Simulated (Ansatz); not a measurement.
C$_{2}$H$_{7}$FGaN, SMILES `C[CH](F)[GaH][NH2]`, relaxed with RKS PBE0-D4/def2-TZVP in Ansatz from a PBE-D4/def2-SVP geometry. The force threshold is 0.005 eV/Å; the program also tests the step.

Charge 0, multiplicity 1.

Start:

```xyz
12

C     1.499   -0.165    1.109
C     0.332    0.655    0.578
F     0.787    1.473   -0.480
Ga   -1.202   -0.430   -0.133
N    -1.505   -0.159   -1.910
H     2.333    0.494    1.435
H     1.898   -0.859    0.341
H     1.179   -0.770    1.983
H    -0.032    1.339    1.380
H    -2.117   -1.465    0.625
H    -2.221   -0.619   -2.473
H    -0.952    0.506   -2.455
```

```tsv
step	energy (eV)	largest force (eV/Å)	largest move (Å)
1	-58762.1940	0.693	0.000
2	-58762.2318	0.178	0.027
3	-58762.2348	0.026	0.037
4	-58762.2353	0.023	0.034
5	-58762.2355	0.011	0.013
6	-58762.2355	0.010	0.008
7	-58762.2355	0.005	0.004
```

End:

```xyz
12

C     1.489   -0.167    1.110
C     0.336    0.648    0.572
F     0.813    1.475   -0.461
Ga   -1.184   -0.425   -0.154
N    -1.510   -0.161   -1.914
H     2.296    0.483    1.461
H     1.901   -0.835    0.350
H     1.153   -0.777    1.952
H    -0.023    1.325    1.356
H    -2.066   -1.444    0.639
H    -2.229   -0.615   -2.449
H    -0.977    0.493   -2.462
```

Run time 32 s (4 threads of an Arm Neoverse V2 on a shared host); peak host memory 0.63 GiB.
